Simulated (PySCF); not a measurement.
Isomers of C4H7NO2Si.

All values: PBE0/pcSseg-1 (PySCF) at GFN2-xTB geometries, gas phase, one conformer each.

Problem. Rank by the highest IAO charge on any atom, highest value first.
A. `[N:1]#[C:2][C:3]1([O:4][SiH2:5][OH:6])[CH2:7][CH2:8]1` with C2–C3–O4–Si5 -87°, C3–O4–Si5–O6 -57°, O4–Si5–O6–H -178°
B. `[CH2:1]=[N:2][C:3](=[CH2:4])[O:5][SiH2:6][CH:7]=[O:8]` with C1–N2–C3–C4 38°, N2–C3–O5–Si6 4°, C3–O5–Si6–C7 -26°, O5–Si6–C7–O8 126°
C. `[N:1]#[C:2][SiH:3]1[O:4][CH2:5][CH2:6][CH2:7][O:8]1` with C2–Si3–O4–C5 -133°, Si3–O4–C5–C6 39°, O4–C5–C6–C7 -60°, C5–C6–C7–O8 60°
D. `[OH:1][SiH:2]([OH:3])[n:4]1[cH:5][cH:6][cH:7][cH:8]1` with H–O1–Si2–O3 38°, O1–Si2–O3–H -173°, O1–Si2–N4–C5 -33°

Solution. D (+1.442 e), C (+1.341 e), A (+1.225 e), B (+0.958 e).

Problem. Rank by HOMO–LUMO gap, lowest first.
A. `[CH2:1]=[N:2][C:3](=[CH2:4])[O:5][SiH2:6][CH:7]=[O:8]` with C1–N2–C3–C4 38°, N2–C3–O5–Si6 4°, C3–O5–Si6–C7 -26°, O5–Si6–C7–O8 126°
B. `[N:1]#[C:2][SiH:3]1[O:4][CH2:5][CH2:6][CH2:7][O:8]1` with C2–Si3–O4–C5 -133°, Si3–O4–C5–C6 39°, O4–C5–C6–C7 -60°, C5–C6–C7–O8 60°
C. `[N:1]#[C:2][C:3]1([O:4][SiH2:5][OH:6])[CH2:7][CH2:8]1` with C2–C3–O4–Si5 -87°, C3–O4–Si5–O6 -57°, O4–Si5–O6–H -178°
D. `[OH:1][SiH:2]([OH:3])[n:4]1[cH:5][cH:6][cH:7][cH:8]1` with H–O1–Si2–O3 38°, O1–Si2–O3–H -173°, O1–Si2–N4–C5 -33°

Solution. A (4.38 eV), D (6.89 eV), B (8.08 eV), C (8.29 eV).

Problem. Rank by LUMO energy, highest first.
A. `[CH2:1]=[N:2][C:3](=[CH2:4])[O:5][SiH2:6][CH:7]=[O:8]` with C1–N2–C3–C4 38°, N2–C3–O5–Si6 4°, C3–O5–Si6–C7 -26°, O5–Si6–C7–O8 126°
B. `[N:1]#[C:2][SiH:3]1[O:4][CH2:5][CH2:6][CH2:7][O:8]1` with C2–Si3–O4–C5 -133°, Si3–O4–C5–C6 39°, O4–C5–C6–C7 -60°, C5–C6–C7–O8 60°
C. `[N:1]#[C:2][C:3]1([O:4][SiH2:5][OH:6])[CH2:7][CH2:8]1` with C2–C3–O4–Si5 -87°, C3–O4–Si5–O6 -57°, O4–Si5–O6–H -178°
D. `[OH:1][SiH:2]([OH:3])[n:4]1[cH:5][cH:6][cH:7][cH:8]1` with H–O1–Si2–O3 38°, O1–Si2–O3–H -173°, O1–Si2–N4–C5 -33°

Solution. D (0.64 eV), C (0.24 eV), B (-0.53 eV), A (-1.95 eV).

All values together:

| SMILES | μ (D) | HOMO (eV) | LUMO (eV) | lowest IAO charge (e) | highest IAO charge (e) | lowest Hirshfeld charge (e) | highest Hirshfeld charge (e) |
| --- | --- | --- | --- | --- | --- | --- | --- |
| N#C[SiH]1OCCCO1 | 5.44 | -8.62 | -0.53 | -0.648 (O) | +1.341 (Si) | -0.230 (O) | +0.511 (Si) |
| N#CC1(O[SiH2]O)CC1 | 4.44 | -8.05 | 0.24 | -0.803 (O) | +1.225 (Si) | -0.301 (O) | +0.458 (Si) |
| C=NC(=C)O[SiH2]C=O | 2.50 | -6.34 | -1.95 | -0.585 (O) | +0.958 (Si) | -0.270 (O) | +0.403 (Si) |
| O[SiH](O)n1cccc1 | 1.58 | -6.25 | 0.64 | -0.792 (O) | +1.442 (Si) | -0.304 (O) | +0.509 (Si) |

Conformers: `[N:1]#[C:2][SiH:3]1[O:4][CH2:5][CH2:6][CH2:7][O:8]1` with C2–Si3–O4–C5 -133°, Si3–O4–C5–C6 39°, O4–C5–C6–C7 -60°, C5–C6–C7–O8 60°; `[N:1]#[C:2][C:3]1([O:4][SiH2:5][OH:6])[CH2:7][CH2:8]1` with C2–C3–O4–Si5 -87°, C3–O4–Si5–O6 -57°, O4–Si5–O6–H -178°; `[CH2:1]=[N:2][C:3](=[CH2:4])[O:5][SiH2:6][CH:7]=[O:8]` with C1–N2–C3–C4 38°, N2–C3–O5–Si6 4°, C3–O5–Si6–C7 -26°, O5–Si6–C7–O8 126°; `[OH:1][SiH:2]([OH:3])[n:4]1[cH:5][cH:6][cH:7][cH:8]1` with H–O1–Si2–O3 38°, O1–Si2–O3–H -173°, O1–Si2–N4–C5 -33°.
